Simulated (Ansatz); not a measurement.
```xyz
14

C     1.4000    0.0000    0.0000
C     0.7000    1.2124    0.0000
C    -0.7000    1.2124    0.0000
C    -1.4000    0.0000    0.0000
C    -0.7000   -1.2124    0.0000
C     0.7000   -1.2124    0.0000
C     2.8100    0.0000    0.0000
H     3.3600    0.9300    0.0000
H     3.3600   -0.9300    0.0000
O     1.3250    2.2950    0.0000
H    -1.2425    2.1521    0.0000
H    -2.4850    0.0000    0.0000
H    -1.2425   -2.1521    0.0000
H     1.2425   -2.1521    0.0000
```

Basis set: def2-TZVP (spherical functions). Charge 0, multiplicity 3.

Computed with Ansatz (development build ahead of 0.2.0); each method stands on the lowest determinant of its kind that the runs found. Restricted functionals stand beside restricted open-shell atoms, which can lie above the unrestricted atoms usual in DFT and then raise those values.

Problem. Give the atomization energy at this shape (free ground-state atoms in the same class of orbitals less the molecule, no zero-point energy) of triplet C7H6O by ωB97X (unrestricted), PBE0 (unrestricted), PBE0 (restricted open-shell), UHF, ROHF.

Solution.

| method | atomization energy |
| --- | --- |
| ωB97X (unrestricted) | 67.94 eV |
| PBE0 (unrestricted) | 69.08 eV |
| PBE0 (restricted open-shell) | 69.40 eV |
| UHF | 49.68 eV |
| ROHF | 50.17 eV |

Caution: another spin multiplicity may lie lower. Caution for UHF: the unrestricted determinant is spin contaminated. Caution for ROHF: an unrestricted determinant lies well below.

The shape needn't be a minimum at these levels.
